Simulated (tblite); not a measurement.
Species: C₆H₁₀NSi (doublet state).
Cartesian coordinates in Å at the GFN2-xTB level; atoms count from 1:
```xyz
18
C6H10NSi angstrom
C      2.5711   -0.2735   -0.9816
C      1.7365   -0.1374   -0.1339
C      0.6937   -0.0777    0.8776
N      0.0533   -1.3707    1.0640
Si    -1.2413   -1.6675   -0.0266
C     -1.2718    0.1431   -0.6043
C     -0.4424    0.8906    0.4756
C      0.0170    2.1921   -0.0110
H      3.3112   -0.3600   -1.7208
H      1.1422    0.2528    1.8253
H      0.6611   -2.0793    1.4405
H     -0.9734   -2.5847   -1.1398
H     -2.4112   -2.0877    0.7470
H     -0.7784    0.2493   -1.5708
H     -2.2594    0.5891   -0.6925
H     -1.0881    1.0114    1.3518
H      0.8564    2.2471   -0.6777
H     -0.5851    3.0693    0.1256
```

Calculated harmonic vibrations of the isolated species, GFN2-xTB (tblite), most abundant isotopes, no scaling. Errors from tens to a few hundred cm⁻¹ against measured bands are possible. Modes of hydrogen on silicon can be 10 to 20 % off. One conformer, not necessarily the lowest. Open shells enter through the occupations alone, without spin polarisation, and single modes of such species can be off by tens of per cent.

Harmonic wavenumbers (cm⁻¹): 76.8, 115.7, 138.3, 145.4, 215.0, 271.9, 332.5, 367.2, 432.8, 469.4, 494.7, 523.7, 527.4, 534.9, 602.2, 658.2, 665.6, 693.5, 767.4, 786.7, 807.1, 825.1, 872.0, 947.0, 976.1, 1041.4, 1096.7, 1118.0, 1160.4, 1192.6, 1201.2, 1263.3, 1284.5, 1300.1, 1320.1, 1402.8, 1480.7, 2216.6, 2255.8, 2277.3, 2868.9, 2927.4, 2987.5, 3016.7, 3129.0, 3170.2, 3387.1, 3476.6.

A = 2321, B = 1648, C = 1225 MHz; mass 124.058 u (most abundant isotopes); point group C1, symmetry number 1; spin multiplicity 2.

Q: What is the zero-point energy?

A: Half the sum of the wavenumbers: 29911 cm⁻¹ = 85.52 kcal/mol.

Q: Entropy at 200 K, 1 bar (ideal gas, RRHO, classical rotation)?

A: Translation 38.40, rotation 27.43, vibration 15.43, spin (R ln 2) 1.38: S = 82.6 cal/(mol K).

Q: And Cp and H(200 K) − H(0)?

A: Cp = 28.58 cal/(mol K), of which vibrations give 20.63 (their classical limit is 48 R = 95.4); H(200 K) − H(0) = 3.44 kcal/mol without the zero-point energy, 1.85 from vibrations.

Q: Blend soft modes into free rotors: weight 1/[1 + (100 cm⁻¹/ν̃)⁴] for the oscillator and the rest for a rotor with moment μB/(μ + B), μ = h/(8π²ν), B = 10⁻⁴⁴ kg m². What vibrational entropy results?

A: 15.12 cal/(mol K) in place of 15.43, which changes −T·S at 200 K by +0.06 kcal/mol.

Q: How do the functions run with temperature in this model?

A: 
| T (K) | S (cal/(mol K)) | Cp (cal/(mol K)) | H − H(0) (kcal/mol) | G − H(0) (kcal/mol) | ln q(vib) |
| --- | --- | --- | --- | --- | --- |
| 150 | 75.3 | 22.6 | 2.16 | -9.14 | 1.99 |
| 250 | 89.7 | 34.5 | 5.01 | -17.40 | 4.31 |
| 298.15 | 96.2 | 39.9 | 6.81 | -21.87 | 5.50 |
| 400 | 109.4 | 49.9 | 11.40 | -32.35 | 8.11 |
| 600 | 132.5 | 63.8 | 22.88 | -56.60 | 13.25 |
| 900 | 161.0 | 76.5 | 44.10 | -100.78 | 20.51 |

q(vib) and H(0) count from the zero-point level.

Q: What must be added to the electronic energy to get the Gibbs energy at 200 K and 1 bar?

A: ZPE + [H(200 K) − H(0)] − T·S = 85.52 + 3.44 − 16.53 = 72.43 kcal/mol.

Q: Which modes carry the vibrational entropy at 200 K?

A: 76.8 cm⁻¹: 3.19; 115.7 cm⁻¹: 2.41; 138.3 cm⁻¹: 2.08; 145.4 cm⁻¹: 1.99; 215.0 cm⁻¹: 1.31; 271.9 cm⁻¹: 0.94 cal/(mol K); the other 42 give 3.52 together.

Hindered rotation and anharmonicity are outside this model. Other conformers, if any are populated, would add a mixing term that is left out. The structure is chiral; the term R ln 2 for an equal mix with its mirror image is left out.
